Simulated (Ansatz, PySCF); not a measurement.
HO2Si, SMILES O=[Si]=[OH+], charge +1. Atoms are numbered in the order given.

```xyz
4

O      0.0551    -1.5523     0.0000
Si    -0.0079    -0.0596     0.0000
O     -0.2113     1.4641     0.0000
H      0.2941     2.2945     0.0000
```
Charge +1, spin multiplicity 1.

The structure is a stationary point at B3LYP-D3(BJ)/def2-TZVP. The isomer is the one that the SMILES or the coordinates give; other isomers of the formula were not compared.

Two levels are set side by side: PBE-D3(BJ)/def2-TZVP (Ansatz, an electronic-structure program) and B3LYP-D3(BJ)/def2-TZVP (Ansatz). Each level has its own optimised geometry; the coordinates shown are those of the second. Frequencies come from the Hessian of PySCF at each geometry. Differences are taken from unrounded values.

```tsv
quantity	B3LYP-D3(BJ)	PBE-D3(BJ)	PBE-D3(BJ) minus B3LYP-D3(BJ)
mean bond length (Å)	1.334	1.351	0.017
bond O1–Si2 (Å)	1.494	1.510	0.016
bond Si2–O3 (Å)	1.537	1.562	0.025
bond O3–H4 (Å)	0.972	0.982	0.010
highest harmonic wavenumber (cm⁻¹)	3726	3619	-108
mean harmonic wavenumber (cm⁻¹)	1171	1149	-23
zero-point energy (kcal/mol)	10.05	9.85	-0.19
```

Exact exchange shortens and stiffens bonds; PBE has none. Differences between two approximate levels are no errors against the true value.
